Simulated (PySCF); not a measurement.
These are PBE-D3(BJ)/def2-TZVP // PBE0-D3(BJ)/def2-TZVP (PySCF 2.14.0) values and carry that method's errors. Gas-phase values, no solvent. 

Reference species (SMILES): `Br[Si](Br)(Br)Br` (neutral, multiplicity 1).

```yaml
S1 oscillator strength: 0.000
HOMO–LUMO gap: 4.89 eV
HOMO: -7.40 eV
```

After one change: the S1 oscillator strength stays essentially unchanged; the HOMO–LUMO gap rises by 0.82 eV; the HOMO increases by 0.97 eV.

Question: Name the change that produced these shifts. The new species is one of these.
(A) `N[Si](N)(N)Br`
(B) `N[Si](N)(N)N`
(C) `N[Si](Br)(Br)Br`
(D) `N[Si](N)(Br)Br`

Answer: D, `N[Si](N)(Br)Br`
